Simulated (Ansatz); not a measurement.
Relaxation of AlH7OSi2 (11 atoms, charge 0, multiplicity 1), to a largest force component of 0.02 eV/Å in at most 50 steps.

Level of theory: Ansatz, RKS B3LYP-D4/def2-SVP.

```xyz
11
Properties=species:S:1:pos:R:3:forces:R:3
Al -2.237 1.482 -0.207 -0.74 2.49 -1.39
Si -0.480 0.183 0.482 0.70 -0.03 -0.65
O 0.385 -0.312 -0.913 1.85 -1.08 1.87
Si 1.783 -1.267 -0.304 -3.37 0.35 -0.09
H -2.592 1.560 -1.803 -0.23 -0.33 0.55
H -2.490 2.939 0.526 -0.24 -0.73 0.01
H 0.400 0.987 1.385 0.11 -0.08 0.10
H -0.973 -0.967 1.191 -0.11 -1.03 0.78
H 2.527 -1.728 -1.389 1.11 -0.54 -1.61
H 1.185 -2.451 0.436 0.28 0.33 -0.18
H 2.557 -0.484 0.617 0.63 0.64 0.61
```

Problem. Where does it end, and by what steps?

Solution. The forces met the threshold. The force dipped under the threshold on the way, but the program's further checks kept it going. After 15 steps the energy has fallen by 1.081 eV; H6 moved furthest, 0.85 Å.

```
step  energy less start (eV)  largest force component (eV/Å)  accepted
   0                  0.0000                           3.371       yes
   1                 -0.6694                           1.777       yes
   2                 -0.9373                           0.594       yes
   3                 -1.0171                           0.332       yes
   4                 -1.0625                           0.150       yes
   5                 -1.0714                           0.187       yes
   6                 -1.0755                           0.103       yes
   7                 -1.0766                           0.088       yes
   8                 -1.0789                           0.050       yes
   9                 -1.0795                           0.006       yes
  10                 -1.0797                           0.093       yes
  11                 -1.0801                           0.028       yes
  12                 -1.0805                           0.005       yes
  13                 -1.0807                           0.011       yes
  14                 -1.0808                           0.034       yes
  15                 -1.0809                           0.019       yes
```

```xyz
11
Properties=species:S:1:pos:R:3
Al -2.132 1.709 -0.476
Si -0.520 0.377 0.823
O 0.515 -0.398 -0.244
Si 1.813 -1.418 -0.397
H -2.107 1.699 -2.065
H -3.221 2.590 0.280
H 0.286 1.221 1.768
H -1.200 -0.648 1.686
H 2.147 -1.543 -1.843
H 1.487 -2.769 0.151
H 2.996 -0.878 0.337
```

Time of the run: 41 s on 2 threads of Arm Neoverse V1, on a shared host, peak memory 0.22 GiB.
